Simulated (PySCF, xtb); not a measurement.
GeHClBr2, SMILES [Br][GeH]([Cl])[Br].

Harmonic wavenumbers (cm⁻¹) from GFN2-xTB (xtb) at its own minimum, in rising order: 85, 108, 126, 250, 294, 371, 594, 609, 1743.

Question: What does B3LYP-D3(BJ)/def2-SVP (PySCF) give at its own minimum? (An estimate is asked for; the answer gives what the named calculation found.)

Answer: 95, 118, 144, 286, 327, 427, 686, 703, 2168. Paired by order, the mean absolute difference is 86 cm⁻¹ and the zero-point energies are 6.0 and 7.1 kcal/mol.
